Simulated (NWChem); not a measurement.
Molecule: C2H4BF3; SMILES C(F)(F)B(F)C

```xyz
10

C      1.3805    -1.2368    -0.3544
B     -0.0588    -0.8050     0.0372
F     -1.0252    -1.6850     0.2605
C     -0.4595     0.7470     0.1675
F      0.4209     1.3724     0.9961
F     -0.3502     1.3130    -1.0691
H      1.5305    -2.3245    -0.3689
H      1.6126    -0.8243    -1.3518
H      2.1074    -0.7683     0.3295
H     -1.4795     0.9503     0.5418
```
Atoms are numbered in this order, from 1.

All runs: NWChem. Pople sets run with spherical d functions. Geometry: optimised at PBE0/def2-SVP. Atomic charges in e: unrestrained fits to the electrostatic potential beside Mulliken populations; buried atoms are poorly determined by the fit.

**Question.** Predict the results for Hartree-Fock/6-31G*. Quantities: ESP C1; Mulliken C1; ESP B2; Mulliken B2; ESP F3; Mulliken F3; ESP C4; Mulliken C4; ESP F5; Mulliken F5; relative RMS misfit of the potential (%).

**Answer.** 
```
Item                                      Value
----------------------------------------  -----
ESP C1                                    -0.33
Mulliken C1                               -0.77
ESP B2                                     0.61
Mulliken B2                                0.78
ESP F3                                    -0.35
Mulliken F3                               -0.38
ESP C4                                     0.43
Mulliken C4                                0.51
ESP F5                                    -0.29
Mulliken F5                               -0.45
relative RMS misfit of the potential (%)     23
```
